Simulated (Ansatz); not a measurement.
Gas-phase electronic energies from Ansatz, PBE0-D4/def2-TZVP geometries. CCSD(T)/CBS adds triple-zeta CCSD(T) − MP2 to the extrapolated MP2 energy (def2 sets, frozen cores). DFT in def2-TZVPP. def2 core potentials past Kr. For Br, In outer-core shells are correlated without core-valence functions, which leaves a few kJ/mol of doubt a bond. Scalar relativity is left out up to krypton. Each species was taken in one conformer, which may not be the lowest.

`[OH][Al]([OH])[F]` + `[Cl][In]([Cl])[Br]` → `[OH][Al]([F])[Br]` + `[OH][In]([Cl])[Cl]`  (redistribution)

(1) Is it downhill or uphill in electronic energy at CCSD(T)/CBS, and by how much? (An estimate is asked.)

(2) What do these levels give: PBE-D4, B97M-V, PBE0-D4, ωB97X-V, revPBE, r2SCANh, CAM-B3LYP, LC-ωPBE, MP2/def2-SVP, CCSD(T)/def2-SVP, SCS-MP2/def2-TZVPP, MP2/CBS(def2)? (Best estimate.)

(3) What do rigid-rotor, harmonic-oscillator terms from PBE0-D4/def2-TZVP frequencies (298.15 K, 1 bar) make of the CCSD(T)/CBS value? (Estimate.)

Largest T1 diagnostic among the species: 0.014.

Results:

(1) The calculation gave: Uphill: ΔE = +0.80 eV.

(2) The calculation gave: PBE-D4 0.75, B97M-V 0.80, PBE0-D4 0.82, ωB97X-V 0.81, revPBE 0.73, r2SCANh 0.83, CAM-B3LYP 0.86, LC-ωPBE 0.78, MP2/def2-SVP 0.84, CCSD(T)/def2-SVP 0.85, SCS-MP2/def2-TZVPP 0.83, MP2/CBS(def2) 0.82 eV.

(3) The calculation gave: ΔZPE = 0.00 eV, ΔH = +0.80 eV, ΔS = 13 J/(mol·K), ΔG = +0.76 eV.

At CCSD(T), def2-SVP lies +0.04 eV from the extrapolated value and def2-TZVPP +0.01 eV. From BLYP to BHLYP (50 % exact exchange), in def2-TZVPP and without D4, ΔE moves by +0.12 eV.
